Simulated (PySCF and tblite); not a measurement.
Results of a calculation; reference values are marked as such.
C₈H₁₆, numbered as in [CH3:1][CH2:2][CH:3]1[CH2:4][CH2:5][CH2:6][CH2:7][CH2:8]1.

Conformers came from 90 starts (ETKDG and KDG, MMFF94s, GFN2-xTB); geometries are GFN2-xTB. Free energies are B3LYP-D3(BJ)/pcSseg-1 (IEF-PCM, chloroform) single points with GFN2-xTB rigid-rotor and vibrational terms (modes under about 100 cm⁻¹ blended into free rotors). Symmetry numbers and mirror images are counted. Conformers within 3 kcal/mol (GFN2-xTB free energy) were kept, 10 at most. Run with PySCF (density fitting) and tblite.

Rotational constants are equilibrium values for the commonest isotopes; dipoles come from the energy level named and are polarised by its solvent model.

Torsions listed: C1–C2–C3–C4. The 6-ring runs over atoms 3–4–5–6–7–8. Of a mirror pair one member is shown.

| conformer | shape | symmetry |
| --- | --- | --- |
| 1 | 6-ring chair (all substituents equatorial); -169° | C1 (pair) |
| 2 | 6-ring chair (all substituents equatorial); 62° | Cs |
| 3 | 6-ring chair (C2 axial); -165° | C1 (pair) |

Q: Give the rotational constants and dipole components.

A: 
```json
{"conformer": "1", "A (MHz)": "3865", "B (MHz)": "1306", "C (MHz)": "1063", "abs μa (D)": "0.02", "abs μb (D)": "0.01", "abs μc (D)": "0.04", "κ": "-0.83", "Ic−Ia−Ib (u Å²)": "-42.2"}
{"conformer": "2", "A (MHz)": "3582", "B (MHz)": "1380", "C (MHz)": "1171", "abs μa (D)": "0.03", "abs μb (D)": "0.00", "abs μc (D)": "0.03", "κ": "-0.83", "Ic−Ia−Ib (u Å²)": "-75.8"}
{"conformer": "3", "A (MHz)": "3278", "B (MHz)": "1485", "C (MHz)": "1258", "abs μa (D)": "0.01", "abs μb (D)": "0.00", "abs μc (D)": "0.04", "κ": "-0.78", "Ic−Ia−Ib (u Å²)": "-92.7"}
```
